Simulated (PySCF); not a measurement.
C₆ coefficients of unlike pairs at revPBE

Calculated with PySCF 2.14 from the dipole response of each species, C₆(A,B) = (3/π) ∫ α_A(iu) α_B(iu) du, in atomic units, from isotropic polarisabilities. For ions this is the dispersion term alone; charge-induced terms of lower order in 1/R come first.

```csv
species,configuration,basis,relativity,α (bohr³),C₆ (like pair)
Zn⁺,[Ar] 3d10 4s1 (2S),"x2c-TZVPPall with one added diffuse shell each of s, p, d, f type (7s6p5d3f1g)",spin-free X2C,17.34,73.46
Tl,[Xe] 4f14 5d10 6s2 6p1 (2P),def2-TZVPPD with the def2 core potential (60 electrons) (7s5p4d2f),core potential,84.16,871.4
Al,[Ne] 3s2 3p1 (2P),aug-cc-pwCVDZ (6s5p3d),none,64.02,582.7
```

(1) Estimate C₆ for Al with Tl.

No spin-orbit coupling is included.

The other pairs:

| pair | C₆ |
| --- | --- |
| Tl, Zn⁺ | 245.7 |
| Al, Zn⁺ | 197.7 |

Results:

(1) The integral gives 705.8. The combination rule 2 C_A C_B / (C_A α_B/α_A + C_B α_A/α_B) gives 710.7 and the geometric mean 712.6.
